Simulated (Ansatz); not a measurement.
```xyz
11

C     0.372   -0.038   -1.134
N     0.560    0.999   -0.102
C     0.090    0.352    1.138
Si   -0.965   -0.733    0.006
H     0.114    0.367   -2.115
H     1.222   -0.728   -1.247
H     1.494    1.386   -0.053
H     0.860   -0.227    1.669
H    -0.377    1.045    1.840
H    -1.035   -2.200    0.249
H    -2.336   -0.222   -0.252
```

The species carries charge 0 and has multiplicity 1.

**Question.** List the r2SCAN/def2-TZVPP orbital energies in eV (the Gaussian-basis code of Ansatz). (An estimate is asked.)

**Answer.** The calculation gave: Occupied: -1790.78, -385.14, -273.30, -273.30, -141.25, -96.11, -96.10, -96.09, -23.76, -17.51, -16.42, -13.21, -12.06, -11.46, -10.44, -9.52, -8.46, -7.38, -7.35, -5.39. Lowest empty: -0.18, 0.65, 1.32, 1.75, 2.29, 2.32, 3.12, 3.38.
